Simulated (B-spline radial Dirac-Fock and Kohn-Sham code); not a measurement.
## Magnetic form factor of the 3d shell of In²²⁺

System: In²²⁺, [Ar] 3d9.

Model: relativistic Hartree-Fock (Dirac-Fock) wave functions, averaged over the configuration. Program: an atomic code on a B-spline grid. ⟨j_K⟩ is the integral of the 3d radial density with the spherical Bessel function j_K(4πsr), s = sin θ/λ.

```
s (Å⁻¹)    ⟨j0⟩    ⟨j2⟩    ⟨j4⟩
      0  1.0000  0.0000  0.0000
   0.05  0.9979  0.0008  0.0000
    0.1  0.9917  0.0033  0.0000
   0.15  0.9815  0.0074  0.0000
    0.2  0.9673  0.0130  0.0001
   0.25  0.9494  0.0200  0.0002
    0.3  0.9280  0.0283  0.0004
   0.35  0.9034  0.0378  0.0006
    0.4  0.8758  0.0482  0.0011
   0.45  0.8457  0.0594  0.0017
    0.5  0.8132  0.0712  0.0025
    0.6  0.7430  0.0960  0.0048
    0.7  0.6680  0.1209  0.0083
    0.8  0.5911  0.1447  0.0130
    0.9  0.5147  0.1662  0.0189
      1  0.4410  0.1844  0.0259
    1.1  0.3716  0.1990  0.0338
    1.2  0.3077  0.2095  0.0423
    1.4  0.1991  0.2186  0.0602
    1.6  0.1168  0.2138  0.0772
```

Radial moments of the shell: ⟨r²⟩ = 0.1128, ⟨r⁴⟩ = 0.02249, ⟨r⁶⟩ = 0.007030 in powers of bohr.

Values without a named source are computed, but for edge energies of neutral atoms, which are taken from tables.
